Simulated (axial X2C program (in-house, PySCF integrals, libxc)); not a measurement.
Spin–orbit effects down a group: molecules with Li, PBE0

Calculated with an in-house all-electron X2C program for linear molecules (integrals from PySCF), spin-free (one-electron X2C) or two-component (2c: spin–orbit coupling with atomic mean-field Coulomb and Gaunt terms, which also bring small scalar terms), in Dyall basis sets with cores contracted in-house; open shells are unrestricted.

Basis sets: As dyall-cv3z, Bi dyall-cv3z, Li dyall-cv3z, P dyall-v3z, Sb dyall-cv3z.

```tsv
molecule	spin-free state	Re (Å)	ωe (cm⁻¹)	De (eV)	2c state	Re 2c (Å)	ωe 2c (cm⁻¹)	De 2c (eV)
LiP	M_S = 1, Λ = 0	2.324	492.3	1.77	Ω = 1	2.324	492.2	1.77
LiAs	M_S = 1, Λ = 0	2.414	439.2	1.65	Ω = 1	2.414	438.8	1.64
LiSb	M_S = 1, Λ = 0	2.612	399.3	1.56	Ω = 1	2.609	397.6	1.53
LiBi	M_S = 1, Λ = 0	2.677	375.6	1.44	Ω = 1	2.650	355.2	1.16
```

Task: Work out the shifts from the spin-free to the two-component result.

Result: 

```tsv
molecule	2c state	ΔRe (Å)	Δωe (cm⁻¹)	ΔDe (eV)
LiP	Ω = 1	0.000	-0.1	0.00
LiAs	Ω = 1	0.000	-0.4	-0.01
LiSb	Ω = 1	-0.003	-1.7	-0.03
LiBi	Ω = 1	-0.027	-20.4	-0.28
```

Shifts of one unit in the last digit are rounding.

Each entry is the lowest single determinant of a limited PBE0 search at one distance. De goes to single-determinant-based atoms at the same level (for ions the charge split of lowest energy) and is withheld (n/a) where an atom does not fit its ground term or J level. Main or longest-lived isotopes. One determinant is a doubtful description, or other states lie close, for LiP, LiAs, LiSb, LiBi; these need not be ground states, and all values refer to the states named. Some open-shell Ω = 0 determinants are out of reach, so the Ω given for LiP, LiAs, LiSb, LiBi need not be the lowest component. With several unpaired electrons the Ω given is that of one determinant, not necessarily of the lowest component.
